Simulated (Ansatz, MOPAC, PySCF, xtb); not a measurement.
Donor–acceptor adduct: GaH3 (SMILES [GaH3]) (first 4 atoms) with H2O (SMILES O); geometry from B3LYP-D3(BJ)/def2-TZVP, rigid monomers moved along the line of their centres of mass till Ga1···O5 is 4.01 Å.
(charge 0, multiplicity 1):
```xyz
7

Ga     0.397    -0.376     0.685
H      1.883    -0.098     1.123
H     -0.229    -1.811     0.853
H     -0.287     0.626    -0.330
O     -1.315     1.194     3.950
H     -2.276     1.122     3.911
H     -1.110     2.133     4.040
```

| level | interaction energy (kcal/mol) | minus CCSD(T)/CBS(aug-cc-pVDZ, aug-cc-pVTZ) | cost |
|---|---|---|---|
| AM1 | -1.55 | 0.84 | - |
| PM6 | -0.45 | 1.94 | - |
| PM7 | -0.92 | 1.47 | - |
| GFN1-xTB | -4.19 | -1.80 | - |
| GFN2-xTB | -4.32 | -1.93 | - |
| HF/3-21G (no counterpoise) | -5.56 | -3.17 | - |
| HF/6-31G* | -2.43 | -0.04 | - |
| HF/aug-cc-pVTZ | -2.28 | 0.11 | - |
| BP86/6-31G* (no counterpoise) | -3.54 | -1.15 | - |
| r2SCAN-D3(BJ)/def2-TZVPPD | -2.31 | 0.08 | ×2 |
| r2SCAN-D4/def2-TZVPPD | -2.31 | 0.08 | ×2 |
| MP2/6-31G* | -2.38 | 0.01 | - |
| MP2/6-31G* (no counterpoise) | -3.79 | -1.40 | - |
| MP2/aug-cc-pVDZ | -2.36 | 0.03 | - |
| MP2/aug-cc-pVTZ | -2.40 | -0.01 | - |
| MP2/CBS(aug-cc-pVDZ, aug-cc-pVTZ) | -2.41 | -0.02 | - |
| SCS-MP2/aug-cc-pVDZ | -2.30 | 0.09 | - |
| CCSD/aug-cc-pVTZ | -2.35 | 0.04 | - |
| CCSD(T)/aug-cc-pVDZ | -2.32 | 0.07 | ×3 |
| CCSD(T)/CBS(aug-cc-pVDZ, aug-cc-pVTZ) | -2.39 | 0.00 | ×30* |

 The comparison column counts from a level with limits of its own.

The rows run from -5.56 (HF/3-21G (no counterpoise)) to -0.45 kcal/mol (PM6). From aug-cc-pVDZ to aug-cc-pVTZ MP2 changes by -0.05.

Counterpoise-corrected where a basis set is named; no monomer relaxation. Rows marked so take none.

Frozen-core correlation. Filled d and f shells under p-block atoms count as core. CBS: X⁻³ extrapolation of the correlation energy, Hartree–Fock from the larger set. Rows in 3-21G, 6-31G* carry no dispersion term and start afresh at each structure (6-31G* with six Cartesian d functions); the Pople sets are all-electron and without relativity. MP2/6-31G* freezes PySCF's default core, which leaves 3d correlated. The state that AM1, PM6, PM7 reach isn't checked; PM7 holds dispersion and hydrogen-bond terms.

Codes used: Ansatz (a quantum-chemistry and plane-wave program) with Gaussian orbitals; MOPAC for AM1, PM6, PM7 (differences of heats of formation); PySCF for 3-21G rows, 6-31G* rows, the dispersion terms; xtb for the GFN methods. Values without a source in brackets are computed.

Costs are rough ratios of core time to PBE/def2-TZVPPD (about 5 s over the structures, on one shared machine); a dash marks a level with no comparable run of its own. A star marks coupled-cluster runs past 200 virtual orbitals, where the program's memory plan changes under this machine's limit, so their costs aren't comparable with smaller runs.
